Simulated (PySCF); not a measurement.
A calculated (M06-L, PySCF 2.14, ANO-RCC-VTZP, scalar relativity by spin-free X2C-1e) atom or ion has these occupied shells.

```tsv
shell	electrons	orbital energy (eV)	rms radius, mean of both spins (bohr)
1s α	1	-73684.8	0.0200
1s β	1	-73684.8	0.0200
2s α	1	-12863.0	0.0810
2s β	1	-12862.8	0.0810
2p α	3	-11236.3	0.0738
2p β	3	-11236.1	0.0738
3s α	1	-3006.0	0.207
3s β	1	-3005.9	0.207
3p α	3	-2522.4	0.209
3p β	3	-2522.3	0.209
3d α	5	-1962.9	0.191
3d β	5	-1962.7	0.191
4s α	1	-639.48	0.459
4s β	1	-639.34	0.459
4p α	3	-479.11	0.488
4p β	3	-479.01	0.488
4d α	5	-274.26	0.526
4d β	5	-274.14	0.526
5s α	1	-90.494	1.07
5s β	1	-88.627	1.07
5p α	3	-50.441	1.23
4f α	7	-49.976	0.638
4f β	7	-49.716	0.638
5p β	3	-47.888	1.23
6s α	1	-5.791	3.17
5d α	5	-5.382	2.10
5d β	2	-3.811	2.10
```

Task: Name the element and its charge.

Result: Os (osmium, neutral), in [Xe] 4f14 5d7 6s1, high-spin 5F determinant (an excited configuration).
